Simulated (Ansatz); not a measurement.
Bond stretch in SMILES [BeH2]. The Be1–H3 bond (Be1 also carries H; H3 carries nothing else) is stretched with both fragments frozen at the PBE0/def2-TZVP optimised geometry.

Levels: RKS-PBE = restricted PBE/cc-pVTZ in Ansatz (an electronic-structure program); UKS-PBE = unrestricted PBE/cc-pVTZ (Ansatz); FCI = full CI/cc-pVTZ, frozen core (Ansatz).

Energies relative to the lowest point of each curve near equilibrium, in kJ/mol; the last columns give the error against full CI:

```tsv
R / Å	RKS-PBE	UKS-PBE	FCI	RKS-PBE − FCI	UKS-PBE − FCI
0.99	147.8	147.8	148.1	-0.2	-0.2
1.06	83.9	83.9	83.4	0.4	0.4
1.12	46.9	46.9	46.2	0.7	0.7
1.19	19.4	19.4	18.7	0.7	0.7
1.25	6.3	6.3	5.8	0.5	0.5
1.33	0.0	0.0	0.0	0.0	0.0
1.34	0.0	0.0	0.0	0.0	0.0
1.39	1.8	1.8	2.1	-0.4	-0.4
1.43	5.2	5.2	5.9	-0.7	-0.7
1.49	13.3	13.3	14.5	-1.2	-1.2
1.56	26.0	26.0	27.8	-1.8	-1.8
1.65	46.0	46.0	48.7	-2.7	-2.7
1.81	87.6	87.6	91.7	-4.1	-4.1
2.01	143.1	143.1	148.5	-5.3	-5.3
2.22	199.9	199.9	205.2	-5.3	-5.3
2.38	240.0	240.0	244.0	-4.0	-4.0
2.64	298.0	298.0	296.8	1.3	1.3
2.96	356.6	344.8	343.3	13.3	1.5
3.24	397.1	366.1	369.0	28.2	-2.8
3.62	438.6	379.8	387.7	50.9	-7.9
4.01	468.4	384.8	395.8	72.6	-11.1
4.64	497.7	386.8	399.9	97.9	-13.0
```

RKS-PBE is furthest from FCI at 4.64 (97.9 kJ/mol, above); its mean absolute error over the points is 13.3 kJ/mol.

UKS-PBE is furthest from FCI at 4.64 (-13.0 kJ/mol, below); its mean absolute error over the points is 3.0 kJ/mol.

The restricted form behind RKS-PBE keeps the bonding electrons paired and can't separate into open-shell fragments. The unrestricted determinant behind UKS-PBE is spin-contaminated at 2.96 to 4.64 Å (<S²> up to 1.0, against 0.00 for a pure singlet).
